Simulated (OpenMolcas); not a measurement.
# As+: from CASSCF to CASPT2

```yaml
Program: OpenMolcas 26.06
Basis: ANO-RCC-VTZP [6s5p3d1f]
Scalar_Hamiltonian: DKH2, point nucleus
Active_space: 2 electrons in 3 orbitals (4p)
State_averaging: 2S+1 = 3 even, 3 roots; 2S+1 = 1 even, 6 roots
Spin-orbit_coupling: RASSI with atomic mean-field integrals over the reference wave functions, term energies averaged over their components
```

Methods on the same reference wave functions:
A. CASSCF
B. SS-CASPT2, IPEA 0.25 Eh, imaginary shift 0.1 Eh (closed shells correlated: 3d 4s)
C. XMS-CASPT2, IPEA 0.25 Eh, imaginary shift 0.1 Eh (closed shells correlated: 3d 4s)

Energies in eV above 4s² 4p² ³P₀, the measured ground level; measured values from NIST Handbook of Basic Atomic Spectroscopic Data.

```csv
Level,A,B,C,Measured
4s² 4p² ³P₀,0.0000,0.0000,0.0000,0.0000
4s² 4p² ³P₁,0.1116,0.1160,0.1160,0.1319
4s² 4p² ³P₂,0.2835,0.284,0.284,0.3151
4s² 4p² ¹D₂,1.5452,1.260,1.237,1.2517
4s² 4p² ¹S₀,3.5169,2.854,2.859,2.8019
```

Deviations, from unrounded energies. A percentage is the sum of absolute deviations over the sum of measured energies, with the sign that they share, or ± where signs differ.

```csv
Against measurement,Levels,A,B,C
mean absolute deviation (cm-1),4,2100,220,240
fine structure of the ground term (%),2,-11.6,-10.5,-10.6
other terms of the ground configuration (%),2,+24.9,+1.5,±1.8
```

B lies closest to measurement on these levels and A furthest from it. The largest miss of B in the table is 4s² 4p² ¹S₀, by +420 cm-1. The ranking rests on the paired levels alone, and a cruder setting can come out closer through cancelling errors.

Between B and C the level of the table that moves most is 4s² 4p² ¹D₂, by 190 cm-1 (lowest in C, highest in B). Moves below CASPT2's spread within the term are not significant.

The mean deviations of B to C differ by less than CASPT2's widest spread within a term (440 cm-1), so their order carries little weight.

From A to B the spin-free energies of the other terms of 4s² 4p² shown, above ³P, scale by factors of 0.78 to 0.80.

The lowest spin-free term lies below A's lowest term by 0.106 hartree in B, 0.110 hartree in C.

Term energies are means over components that CASPT2 splits; among the terms shown or strongly mixed into the levels shown the widest spread is 440 cm-1 (4s² 4p² ¹D, C). With the s shell closed, the reference lacks s² → p² mixing. Without dynamic correlation excited terms often stand tens of per cent too high (terms of higher spin than the ground term too low), and those without a measured partner can miss by more than the paired ones (holds for A). Computed and measured levels are paired by configuration, term and J; levels that our copy of the source lacks, or whose pairing is in doubt (as where it misses far off the trend of its configuration), stay unpaired and out of the deviations. Levels of configurations outside the active space are missing.
